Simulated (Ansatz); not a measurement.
CH₃Si (SMILES C=[SiH]), doublet, at a GFN2-xTB geometry; PBE0/3-21G (Ansatz, a quantum-chemistry and plane-wave program).

Input for Ansatz:
Ansatz 0.2 input:
```yaml
crystal:
  periodic: [false, false, false]
  atoms:
    - {symbol: C, position_ang: [-1.04543292, 0.37757985, 0.25929890]}
    - {symbol: Si, position_ang: [0.55139882, -0.27850553, -0.14254284]}
    - {symbol: H, position_ang: [-1.91624580, -0.26241715, 0.25632445]}
    - {symbol: H, position_ang: [-1.27689446, 1.39328815, -0.03892833]}
    - {symbol: H, position_ang: [1.74615437, 0.50272732, 0.22241033]}
basis:
  gaussian:
    orbitals: 3-21G.json
hamiltonian:
  xc: pbe0
magnetization: {spin_polarized: true, initial_magnetization: 1}
```
The basis file holds 3-21G in the JSON format of the Basis Set Exchange.

The log (banner, timings and long lists left out):

```
Functional definition: PBE0
337 factors; integrals over basis functions are off by at most 1.1e-3 eV
mean field evaluation 1: about -8902.3974 eV, gradient 3.1e1 eV
mean field evaluation 2: about -8888.1250 eV, gradient 5.0e1 eV
mean field evaluation 4: about -8907.8213 eV, gradient 2.7e0 eV
mean field evaluation 8: about -8907.9043 eV, gradient 6.2e-2 eV
mean field evaluation 16: about -8907.9058 eV, gradient 3.5e-4 eV
mean field -8907.90578015 eV, -327.3594994250 hartree, gradient 6.6e-6 eV, S^2 0.756570; 2 other end points of the search recorded, 0 dependent functions left out
reference -8907.90579913 eV, -327.3595001226 hartree; 12, 11 occupied and 16, 17 virtual orbitals, 337 factors
Total energy: -8907.90579913 eV, -327.3595001226 hartree
```
